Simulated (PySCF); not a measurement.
C3H4BrF.

```xyz
9

C     -1.3744    -1.6821     0.0000
C      0.0929    -1.4446     0.0000
F      0.8086    -2.5877     0.0000
C      0.7793    -0.2977     0.0000
Br    -0.0253     1.4117     0.0000
H     -1.6587    -2.2706     0.8880
H     -1.9301    -0.7372     0.0000
H     -1.6587    -2.2706    -0.8880
H      1.8692    -0.2934     0.0000
```
Charge 0, spin multiplicity 1.

Geometry: B3LYP-D3(BJ)/def2-SVP.

Level of theory: PBE0/pcSseg-1 run with PySCF. Non-relativistic, no solvent.

Computed absolute GIAO shielding of each atom: isotropic value and principal components (ppm):
```csv
atom,σ(iso),σ11,σ22,σ33,span
C1,167.7,157.0,161.2,185.0,28.0
C2,12.1,-93.5,63.2,66.5,160.0
F3,260.4,155.9,273.2,352.0,196.2
C4,75.2,-5.8,102.1,129.4,135.2
Br5,2236.8,1855.6,2009.1,2845.8,990.2
H6,29.3,25.6,26.6,35.8,10.2
H7,28.8,22.8,30.9,32.6,9.7
H8,29.3,25.6,26.6,35.8,10.2
H9,25.5,20.1,26.6,29.8,9.7
```
